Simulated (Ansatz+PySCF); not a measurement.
A calculation with Ansatz (development build ahead of 0.2.0).

```yaml
crystal:
  periodic: [false, false, false]
  atoms:
    - { symbol: Zr, position_ang: [0.04632, 0.0178, -0.00615] }
    - { symbol: F, position_ang: [1.07458, 1.06122, 1.12627] }
    - { symbol: F, position_ang: [1.06395, -1.0626, -1.11846] }
    - { symbol: F, position_ang: [-1.06547, 1.07248, -1.05946] }
    - { symbol: F, position_ang: [-1.11671, -1.05213, 1.10916] }
basis:
  gaussian: { orbitals: def2-SVP }
hamiltonian:
  xc: pbe0
output:
  forces: true
```

The input is written out in the form of the current development build from the run's settings. The basis set brings a core potential for Zr, so the total leaves out those core electrons.

Output:

```
Converged                       : yes
Total energy                    : -446.05763 hartree
Spin squared of the determinant : 0.000
Stability test                  : minimum among restricted orbitals
```

Forces (eV/Å):
| atom | Fx | Fy | Fz |
| --- | --- | --- | --- |
| Zr1 | -1.790 | -1.238 | 1.201 |
| F2 | 0.931 | 0.872 | 0.798 |
| F3 | 0.861 | -0.782 | -0.803 |
| F4 | -0.584 | 0.733 | -0.673 |
| F5 | 0.582 | 0.415 | -0.523 |

Caution: other spin multiplicities were not run.
